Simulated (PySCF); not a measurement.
[Zr(OH)3(N(CH3)2)] (charge 0, multiplicity 1)

Computed with PySCF with PBE-D3(BJ)/def2-TZVP // BP86-D3(BJ)/def2-SVP.

```yaml
HOMO: -4.79 eV
dipole_moment: 0.80 D
HOMO–LUMO gap: 4.10 eV
LUMO: -0.69 eV
charge on the central atom (Mulliken): 1.48 e
total_energy: -409.0962 Ha
cost: about 5 core-minutes (a rough figure)
```

```xyz
16

Zr     0.3793     0.1797    -0.0703
O      0.1488    -0.1615    -1.9779
H     -0.3111    -0.4156    -2.7903
O      0.5536    -1.3846     1.0829
H      0.2705    -2.1543     1.5960
O     -1.1190     1.2623     0.5619
H     -1.5529     2.0411     0.9380
N      2.1260     1.2448     0.1308
C      2.9059     1.2544     1.3561
C      2.6584     2.1183    -0.9000
H      3.9637     0.9329     1.1816
H      2.9478     2.2698     1.8255
H      2.4704     0.5575     2.1038
H      2.6850     3.1897    -0.5768
H      3.7040     1.8391    -1.1855
H      2.0392     2.0608    -1.8204
```
Charge 0, spin multiplicity 1.
